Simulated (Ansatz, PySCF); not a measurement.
Ways to break one bond of [SiH3][SiH3]:

A. [SiH3][SiH3] -> [SiH2][SiH3] + H atom
B. [SiH3][SiH3] → 2 [SiH3] (SiH3)

Quantity: bond dissociation energy (enthalpy at 298 K, with B3LYP-D3(BJ) rigid-rotor harmonic-oscillator terms from PySCF), kcal/mol. Each molecule is optimised on its own at B3LYP-D3(BJ)/def2-TZVP (Ansatz, a quantum-chemistry and plane-wave program). Valence correlation only, unless marked. UHF or UKS for open shells. No spin-orbit coupling. No relativistic terms. Basis-set limits of correlation are two-point, X^-3; Hartree-Fock from the larger set. [CCSD(T)-MP2]/basis is that difference in the basis named.

Q: Rank them by bond dissociation energy at RI-MP2/CBS(def2-TZVPPD,def2-QZVPPD)+[CCSD(T)-MP2]/def2-TZVPPD (Ansatz), lowest first.

A: B (76.9 kcal/mol), A (89.5 kcal/mol)
